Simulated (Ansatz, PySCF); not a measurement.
Reaction 2 R1 → P1, each structure at its B3LYP-D3(BJ)/def2-SVP stationary point, reached from a drawn start (curvature not checked).
R1, H3O3Sn (SMILES [OH][Sn]([OH])[OH]) (charge 0, multiplicity 2):
```xyz
7

O     -1.076    -1.218    -0.875
Sn    -0.365    -0.121     0.660
O     -0.458     1.788     0.017
O      1.604    -0.545     0.729
H     -1.774    -0.741    -1.351
H      0.298     2.302     0.344
H      1.772    -1.466     0.476
```
P1, H6O6Sn2 (charge 0, multiplicity 1):
```xyz
14

O     -2.1621     1.5025    -1.0243
Sn    -1.3907    -0.0733    -0.0839
O     -2.0010    -1.6889    -1.0740
O     -2.2483    -0.1465     1.7108
Sn     1.3913     0.0730     0.0839
O      2.2474     0.1531    -1.7114
O      2.1651    -1.5043     1.0197
O      1.9988     1.6860     1.0798
H     -2.7661     1.9813    -0.4361
H     -2.4919    -1.4302    -1.8691
H     -2.7466    -0.9721     1.8114
H      2.7469     0.9784    -1.8084
H      2.7655    -1.9840     0.4285
H      2.4915     1.4251     1.8730
```

P less R. No zero-point or thermal terms; singlets are restricted closed shells; open shells are unrestricted; no spin–orbit coupling. One arrangement of each flexible species, with no search for the lowest.

The values were computed with Ansatz (Gaussian orbitals); PySCF for the D3/D4 terms. No computed number here is a measurement. Elements past Kr take the def2 small-core potentials, without spin–orbit coupling.

Q: Predict the reaction energy from BLYP-D4/def2-TZVPPD.

A: -166 kJ/mol

Q: Give the reaction energy at the level PBE0-D3(BJ)/def2-TZVPPD.

A: -215 kJ/mol

Q: What reaction energy does B3LYP-D4/def2-TZVPPD give?

A: -195 kJ/mol

Ansatz is a program for electronic structure.
